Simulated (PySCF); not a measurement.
Cl₂FH₂NSn. Atoms are numbered in the order given.

```xyz
7

N      2.1682    -0.2355    -0.0205
Sn     0.1562    -0.0952     0.1469
F     -0.5385    -0.8793     1.7802
Cl    -0.4925     2.1459     0.1932
Cl    -0.8749    -1.2459    -1.6019
H      2.6375     0.2325     0.7576
H      2.4700    -1.2119    -0.0329
```
Charge 0, spin multiplicity 1.

Geometry: B3LYP-D3(BJ)/def2-SVP. The structure was generated by enumeration; whether it is a known compound was not checked. The def2 effective core potentials stand for the cores of Sn; spin–orbit coupling is left out. Other conformers were not sampled.

The numbers are results of PBE/def2-TZVP in PySCF, not measurements.

Isolated molecule, no solvent.

Computed frontier levels, gap, dipole moment and polarisability:
| Property | Value |
|---|---|
| highest occupied level | -7.35 eV |
| lowest empty level | -3.69 eV |
| orbital gap | 3.66 eV |
| dipole moment | 2.70 D |
| quadrupole, principal values (traceless, Buckingham form, about the centre of nuclear charge) | -10.61, 0.51, 10.10 D·Å |
| mean static polarisability | 70.8 bohr³ (10.49 Å³) |
| polarisability, principal values | 58.7, 72.6, 81.1 bohr³ |
